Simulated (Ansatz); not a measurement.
input.yaml

```yaml
crystal:
  periodic: [false, false, false]
  atoms:
    - { symbol: C, position_ang: [-0.85258, 2.078827, 1.316928] }
    - { symbol: "N", position_ang: [-0.657965, 0.830164, 1.385458] }
    - { symbol: In, position_ang: [0.127941, -0.112405, -0.304411] }
    - { symbol: C, position_ang: [0.639523, -2.149552, -0.705189] }
    - { symbol: Cl, position_ang: [0.468569, 1.510248, -2.017056] }
    - { symbol: H, position_ang: [-0.642352, 2.721881, 0.435214] }
    - { symbol: H, position_ang: [-1.268177, 2.612612, 2.197364] }
    - { symbol: H, position_ang: [0.932526, -2.248603, -1.758298] }
    - { symbol: H, position_ang: [-0.223634, -2.795509, -0.492532] }
    - { symbol: H, position_ang: [1.476146, -2.447662, -0.057469] }
basis:
  gaussian: { orbitals: def2-SVP }
hamiltonian:
  xc: pbe0
  dispersion: d4
phonons: {}
```

Command:

```bash
$ ansatz run input.yaml --threads 2 --pin off --max-ram 3072MiB --backend cpu --events-out ev --progress --plain --runs-dir out
```

Hardware: 2 threads of AMD EPYC 7R13 Processor (Zen 3) (shared host).

Roughly how long does this run take, and how much memory?

110 s, with a peak of 0.29 GiB, for 0 ionic steps.
